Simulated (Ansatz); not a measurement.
1-ethyl-3-methylimidazolium mesylate, `CCn1cc[n+](C)c1.CS(=O)(=O)[O-]` was relaxed with PBE-D4 (def2-SVP) in Ansatz in these states: charge -1 doublet, neutral singlet. The geometries follow in no particular order.

A:

```tsv
atom	x (Å)	y (Å)	z (Å)
C1	-1.768	-1.481	1.632
C2	-0.934	-1.968	0.450
N3	-1.309	-1.319	-0.813
C4	-0.795	-1.818	-2.022
C5	-0.428	-0.770	-2.822
N6	-0.710	0.416	-2.166
C7	-0.082	1.692	-2.414
C8	-1.329	0.113	-0.920
H9	-1.560	-2.110	2.523
H10	-2.856	-1.530	1.411
H11	-1.480	-0.441	1.889
H12	0.142	-1.765	0.671
H13	-1.067	-3.064	0.297
H14	-0.756	-2.896	-2.224
H15	-0.038	-0.777	-3.848
H16	0.710	1.909	-1.656
H17	-0.840	2.509	-2.357
H18	0.357	1.697	-3.432
H19	-1.006	0.699	-0.039
C20	2.511	1.556	2.697
S21	1.433	1.166	1.266
O22	1.831	2.184	0.232
O23	1.784	-0.253	0.918
O24	0.038	1.359	1.815
H25	2.312	2.598	3.014
H26	2.276	0.851	3.517
H27	3.566	1.443	2.380
```

B:

| atom | x (Å) | y (Å) | z (Å) |
| --- | --- | --- | --- |
| C1 | -2.813 | -0.629 | 1.646 |
| C2 | -2.051 | -0.941 | 0.364 |
| N3 | -1.475 | 0.260 | -0.262 |
| C4 | -1.794 | 0.790 | -1.497 |
| C5 | -0.873 | 1.776 | -1.764 |
| N6 | -0.013 | 1.830 | -0.683 |
| C7 | 1.235 | 2.583 | -0.585 |
| C8 | -0.384 | 0.891 | 0.206 |
| H9 | -3.231 | -1.567 | 2.061 |
| H10 | -3.649 | 0.079 | 1.476 |
| H11 | -2.136 | -0.204 | 2.414 |
| H12 | -1.179 | -1.608 | 0.564 |
| H13 | -2.705 | -1.407 | -0.399 |
| H14 | -2.635 | 0.417 | -2.088 |
| H15 | -0.756 | 2.431 | -2.632 |
| H16 | 2.000 | 1.883 | -0.177 |
| H17 | 1.110 | 3.459 | 0.083 |
| H18 | 1.520 | 2.926 | -1.595 |
| H19 | 0.177 | 0.620 | 1.110 |
| C20 | 3.144 | -2.322 | 0.170 |
| S21 | 1.803 | -1.109 | 0.255 |
| O22 | 2.434 | 0.145 | 0.828 |
| O23 | 1.299 | -0.936 | -1.151 |
| O24 | 0.780 | -1.707 | 1.196 |
| H25 | 3.539 | -2.472 | 1.192 |
| H26 | 2.729 | -3.265 | -0.232 |
| H27 | 3.928 | -1.922 | -0.499 |

Problem. Judge from the bond lengths which geometry belongs to which state (an estimate).

Solution. A is the charge -1 doublet (N3–C8 1.437 Å, N6–C8 1.424 Å, C20–S21 1.834 Å); B is the neutral singlet (N3–C8 1.345 Å, N6–C8 1.345 Å, C20–S21 1.810 Å).

At PBE-D4/def2-SVP the highest occupied level of the relaxed charge -1 doublet lies above zero (up to 2.08 eV). By energy differences it is unbound by 0.27 eV (each at its own geometry, against the charge 0 singlet, at PBE-D4/def2-SVP) and held by the finite basis.
